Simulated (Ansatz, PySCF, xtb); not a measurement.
Dimer: N2 (SMILES N#N) (first 2 atoms) with HI (SMILES I); geometry from B3LYP-D3(BJ)/def2-TZVP, rigid monomers moved along the line of their centres of mass till N2···H4 is 3.65 Å.
(charge 0, multiplicity 1):
```tsv
atom	x (Å)	y (Å)	z (Å)
N	0.1017	0.1100	-1.0051
N	0.2101	0.1195	0.0801
I	0.5825	0.1689	5.3286
H	0.4980	0.1526	3.7157
```

Monomers are frozen at their geometry in the pair; levels with a basis set take the counterpoise correction.

Cores are frozen in the correlated methods. Filled d and f shells under p-block atoms count as core. CBS(a, b) extrapolates the correlation energy as X⁻³ and adds the Hartree–Fock energy of set b.

Run with Ansatz (Gaussian orbitals); PySCF for the dispersion terms; xtb for the GFN methods. Each number belongs to the level named beside it. In def2 rows elements past Kr take small-core potentials, without spin–orbit coupling.

| level | interaction energy (kcal/mol) |
|---|---|
| GFN-FF | -0.19 |
| GFN1-xTB | -0.17 |
| HF/def2-SVPD | -0.18 |
| PBE-D4/def2-TZVPPD | [?] |
| B3LYP-D3(BJ)/def2-TZVPPD | -0.32 |
| wB97M-V/def2-TZVPPD | -0.32 |
| CCSD(T)/def2-SVPD | -0.37 |
| CCSD(T)/def2-TZVPPD | -0.34 |
| CCSD(T)/CBS(def2-TZVPPD, def2-QZVPPD) | -0.36 |

Question: What belongs in the gaps?

Answer: 
- PBE-D4/def2-TZVPPD, interaction energy (kcal/mol): -0.43

Ansatz is a first-principles code.
